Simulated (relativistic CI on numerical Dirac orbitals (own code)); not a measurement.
# Calculated levels, Pb79+

Computed by Dirac-Coulomb-Breit CI, separate exchange-only KLI orbitals for each configuration, a model potential for QED, unscaled Slater integrals (own radial code, finite nucleus).

CI space (outside the closed core 1s2): 2s, 2p, 3s, 3p, 3d, 4s, 4p, 4d, 4f, 5s, 5p, 5d, 5f, 5g, 6s, 6p, 6d. Levels of other configurations are missing.

The lowest level is 2s ²S1/2, with 100 % of that term; Hund's rules for 2s give ²S with J = 1/2, in agreement.

```
No.  Configuration  Term    J   E (eV)    %  Landé g
  1             2s    ²S  1/2      0.0  100    1.937
  2             2p   ²P°  1/2    232.4  100    0.601
  3             2p   ²P°  3/2   2645.6  100    1.287
  4             3s    ²S  1/2  14178.4  100    1.974
  5             3p   ²P°  1/2  14240.2  100    0.638
  6             3p   ²P°  3/2  14960.7  100    1.313
  7             3d    ²D  3/2  14972.8  100    0.779
  8             3d    ²D  5/2  15167.8  100    1.181
  9             4s    ²S  1/2  19010.9  100    1.987
 10             4p   ²P°  1/2  19035.6  100    0.650
 11             4p   ²P°  3/2  19337.0  100    1.322
 12             4d    ²D  3/2  19342.2  100    0.788
 13             4d    ²D  5/2  19425.1  100    1.189
 14             4f   ²F°  5/2  19425.1  100    0.846
 15             4f   ²F°  7/2  19464.9  100    1.132
 16             5s    ²S  1/2  21198.6  100    1.992
 17             5p   ²P°  1/2  21210.8  100    0.656
 18             5p   ²P°  3/2  21363.8  100    1.327
 19             5d    ²D  3/2  21366.4  100    0.792
 20             5d    ²D  5/2  21408.9  100    1.193
 21             5f   ²F°  5/2  21409.0  100    0.850
 22             5g    ²G  7/2  21429.4  100    0.882
 23             5f   ²F°  7/2  21429.4  100    1.136
 24             5g    ²G  9/2  21441.5  100    1.104
 25             6s    ²S  1/2  22367.5  100    1.995
 26             6p   ²P°  1/2  22374.5  100    0.659
 27             6p   ²P°  3/2  22462.3  100    1.329
 28             6d    ²D  3/2  22463.9  100    0.794
 29             6d    ²D  5/2  22488.4  100    1.196
```

Energies count from the lowest computed level; ° marks odd parity.

The mean weight of the leading LS term, summed over parents, in these 29 levels is 100 %, and that of the leading jj configuration (from the same eigenvectors) 100 %.

At this charge energies of transitions that change n are usually good to better than 1 %, and those within a shell (Δn = 0) to a few per cent.
